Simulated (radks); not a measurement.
Question: All-electron atom: the bromine ion Br5+ in [Ar] 3d10 4s2. Calculated with a radial shooting solver on a logarithmic mesh with Libxc functionals: Dirac Kohn-Sham, B86b exchange with PBE correlation, spin-unpolarised, spherical densities, finite nucleus; Fermi nuclear charge, rms radius 4.1629 fm. Some entries of the table are withheld. Estimate them.

orbital,occ.,eigenvalue (eV),<r> (bohr),r(max) (bohr)
1s1/2,2,-13388.78,0.04274,0.02791
2s1/2,2,(1),0.1892,0.1593
2p1/2,2,-1632.153,0.1627,0.1252
2p3/2,4,-1584.606,0.1666,0.1284
3s1/2,2,-308.8146,0.5503,0.4838
3p1/2,2,(2),0.5554,0.4750
3p3/2,4,(3),0.5657,0.4836
3d3/2,4,(4),0.5805,(5)
3d5/2,6,(6),0.5843,(7)
4s1/2,2,(8),1.465,1.325

Answer: 
(1) 2s1/2 eigenvalue (eV): -1804.356
(2) 3p1/2 eigenvalue (eV): -248.8447
(3) 3p3/2 eigenvalue (eV): -241.9765
(4) 3d3/2 eigenvalue (eV): -137.8538
(5) 3d3/2 r(max) (bohr): 0.4285
(6) 3d5/2 eigenvalue (eV): -136.7518
(7) 3d5/2 r(max) (bohr): 0.4311
(8) 4s1/2 eigenvalue (eV): -81.1034
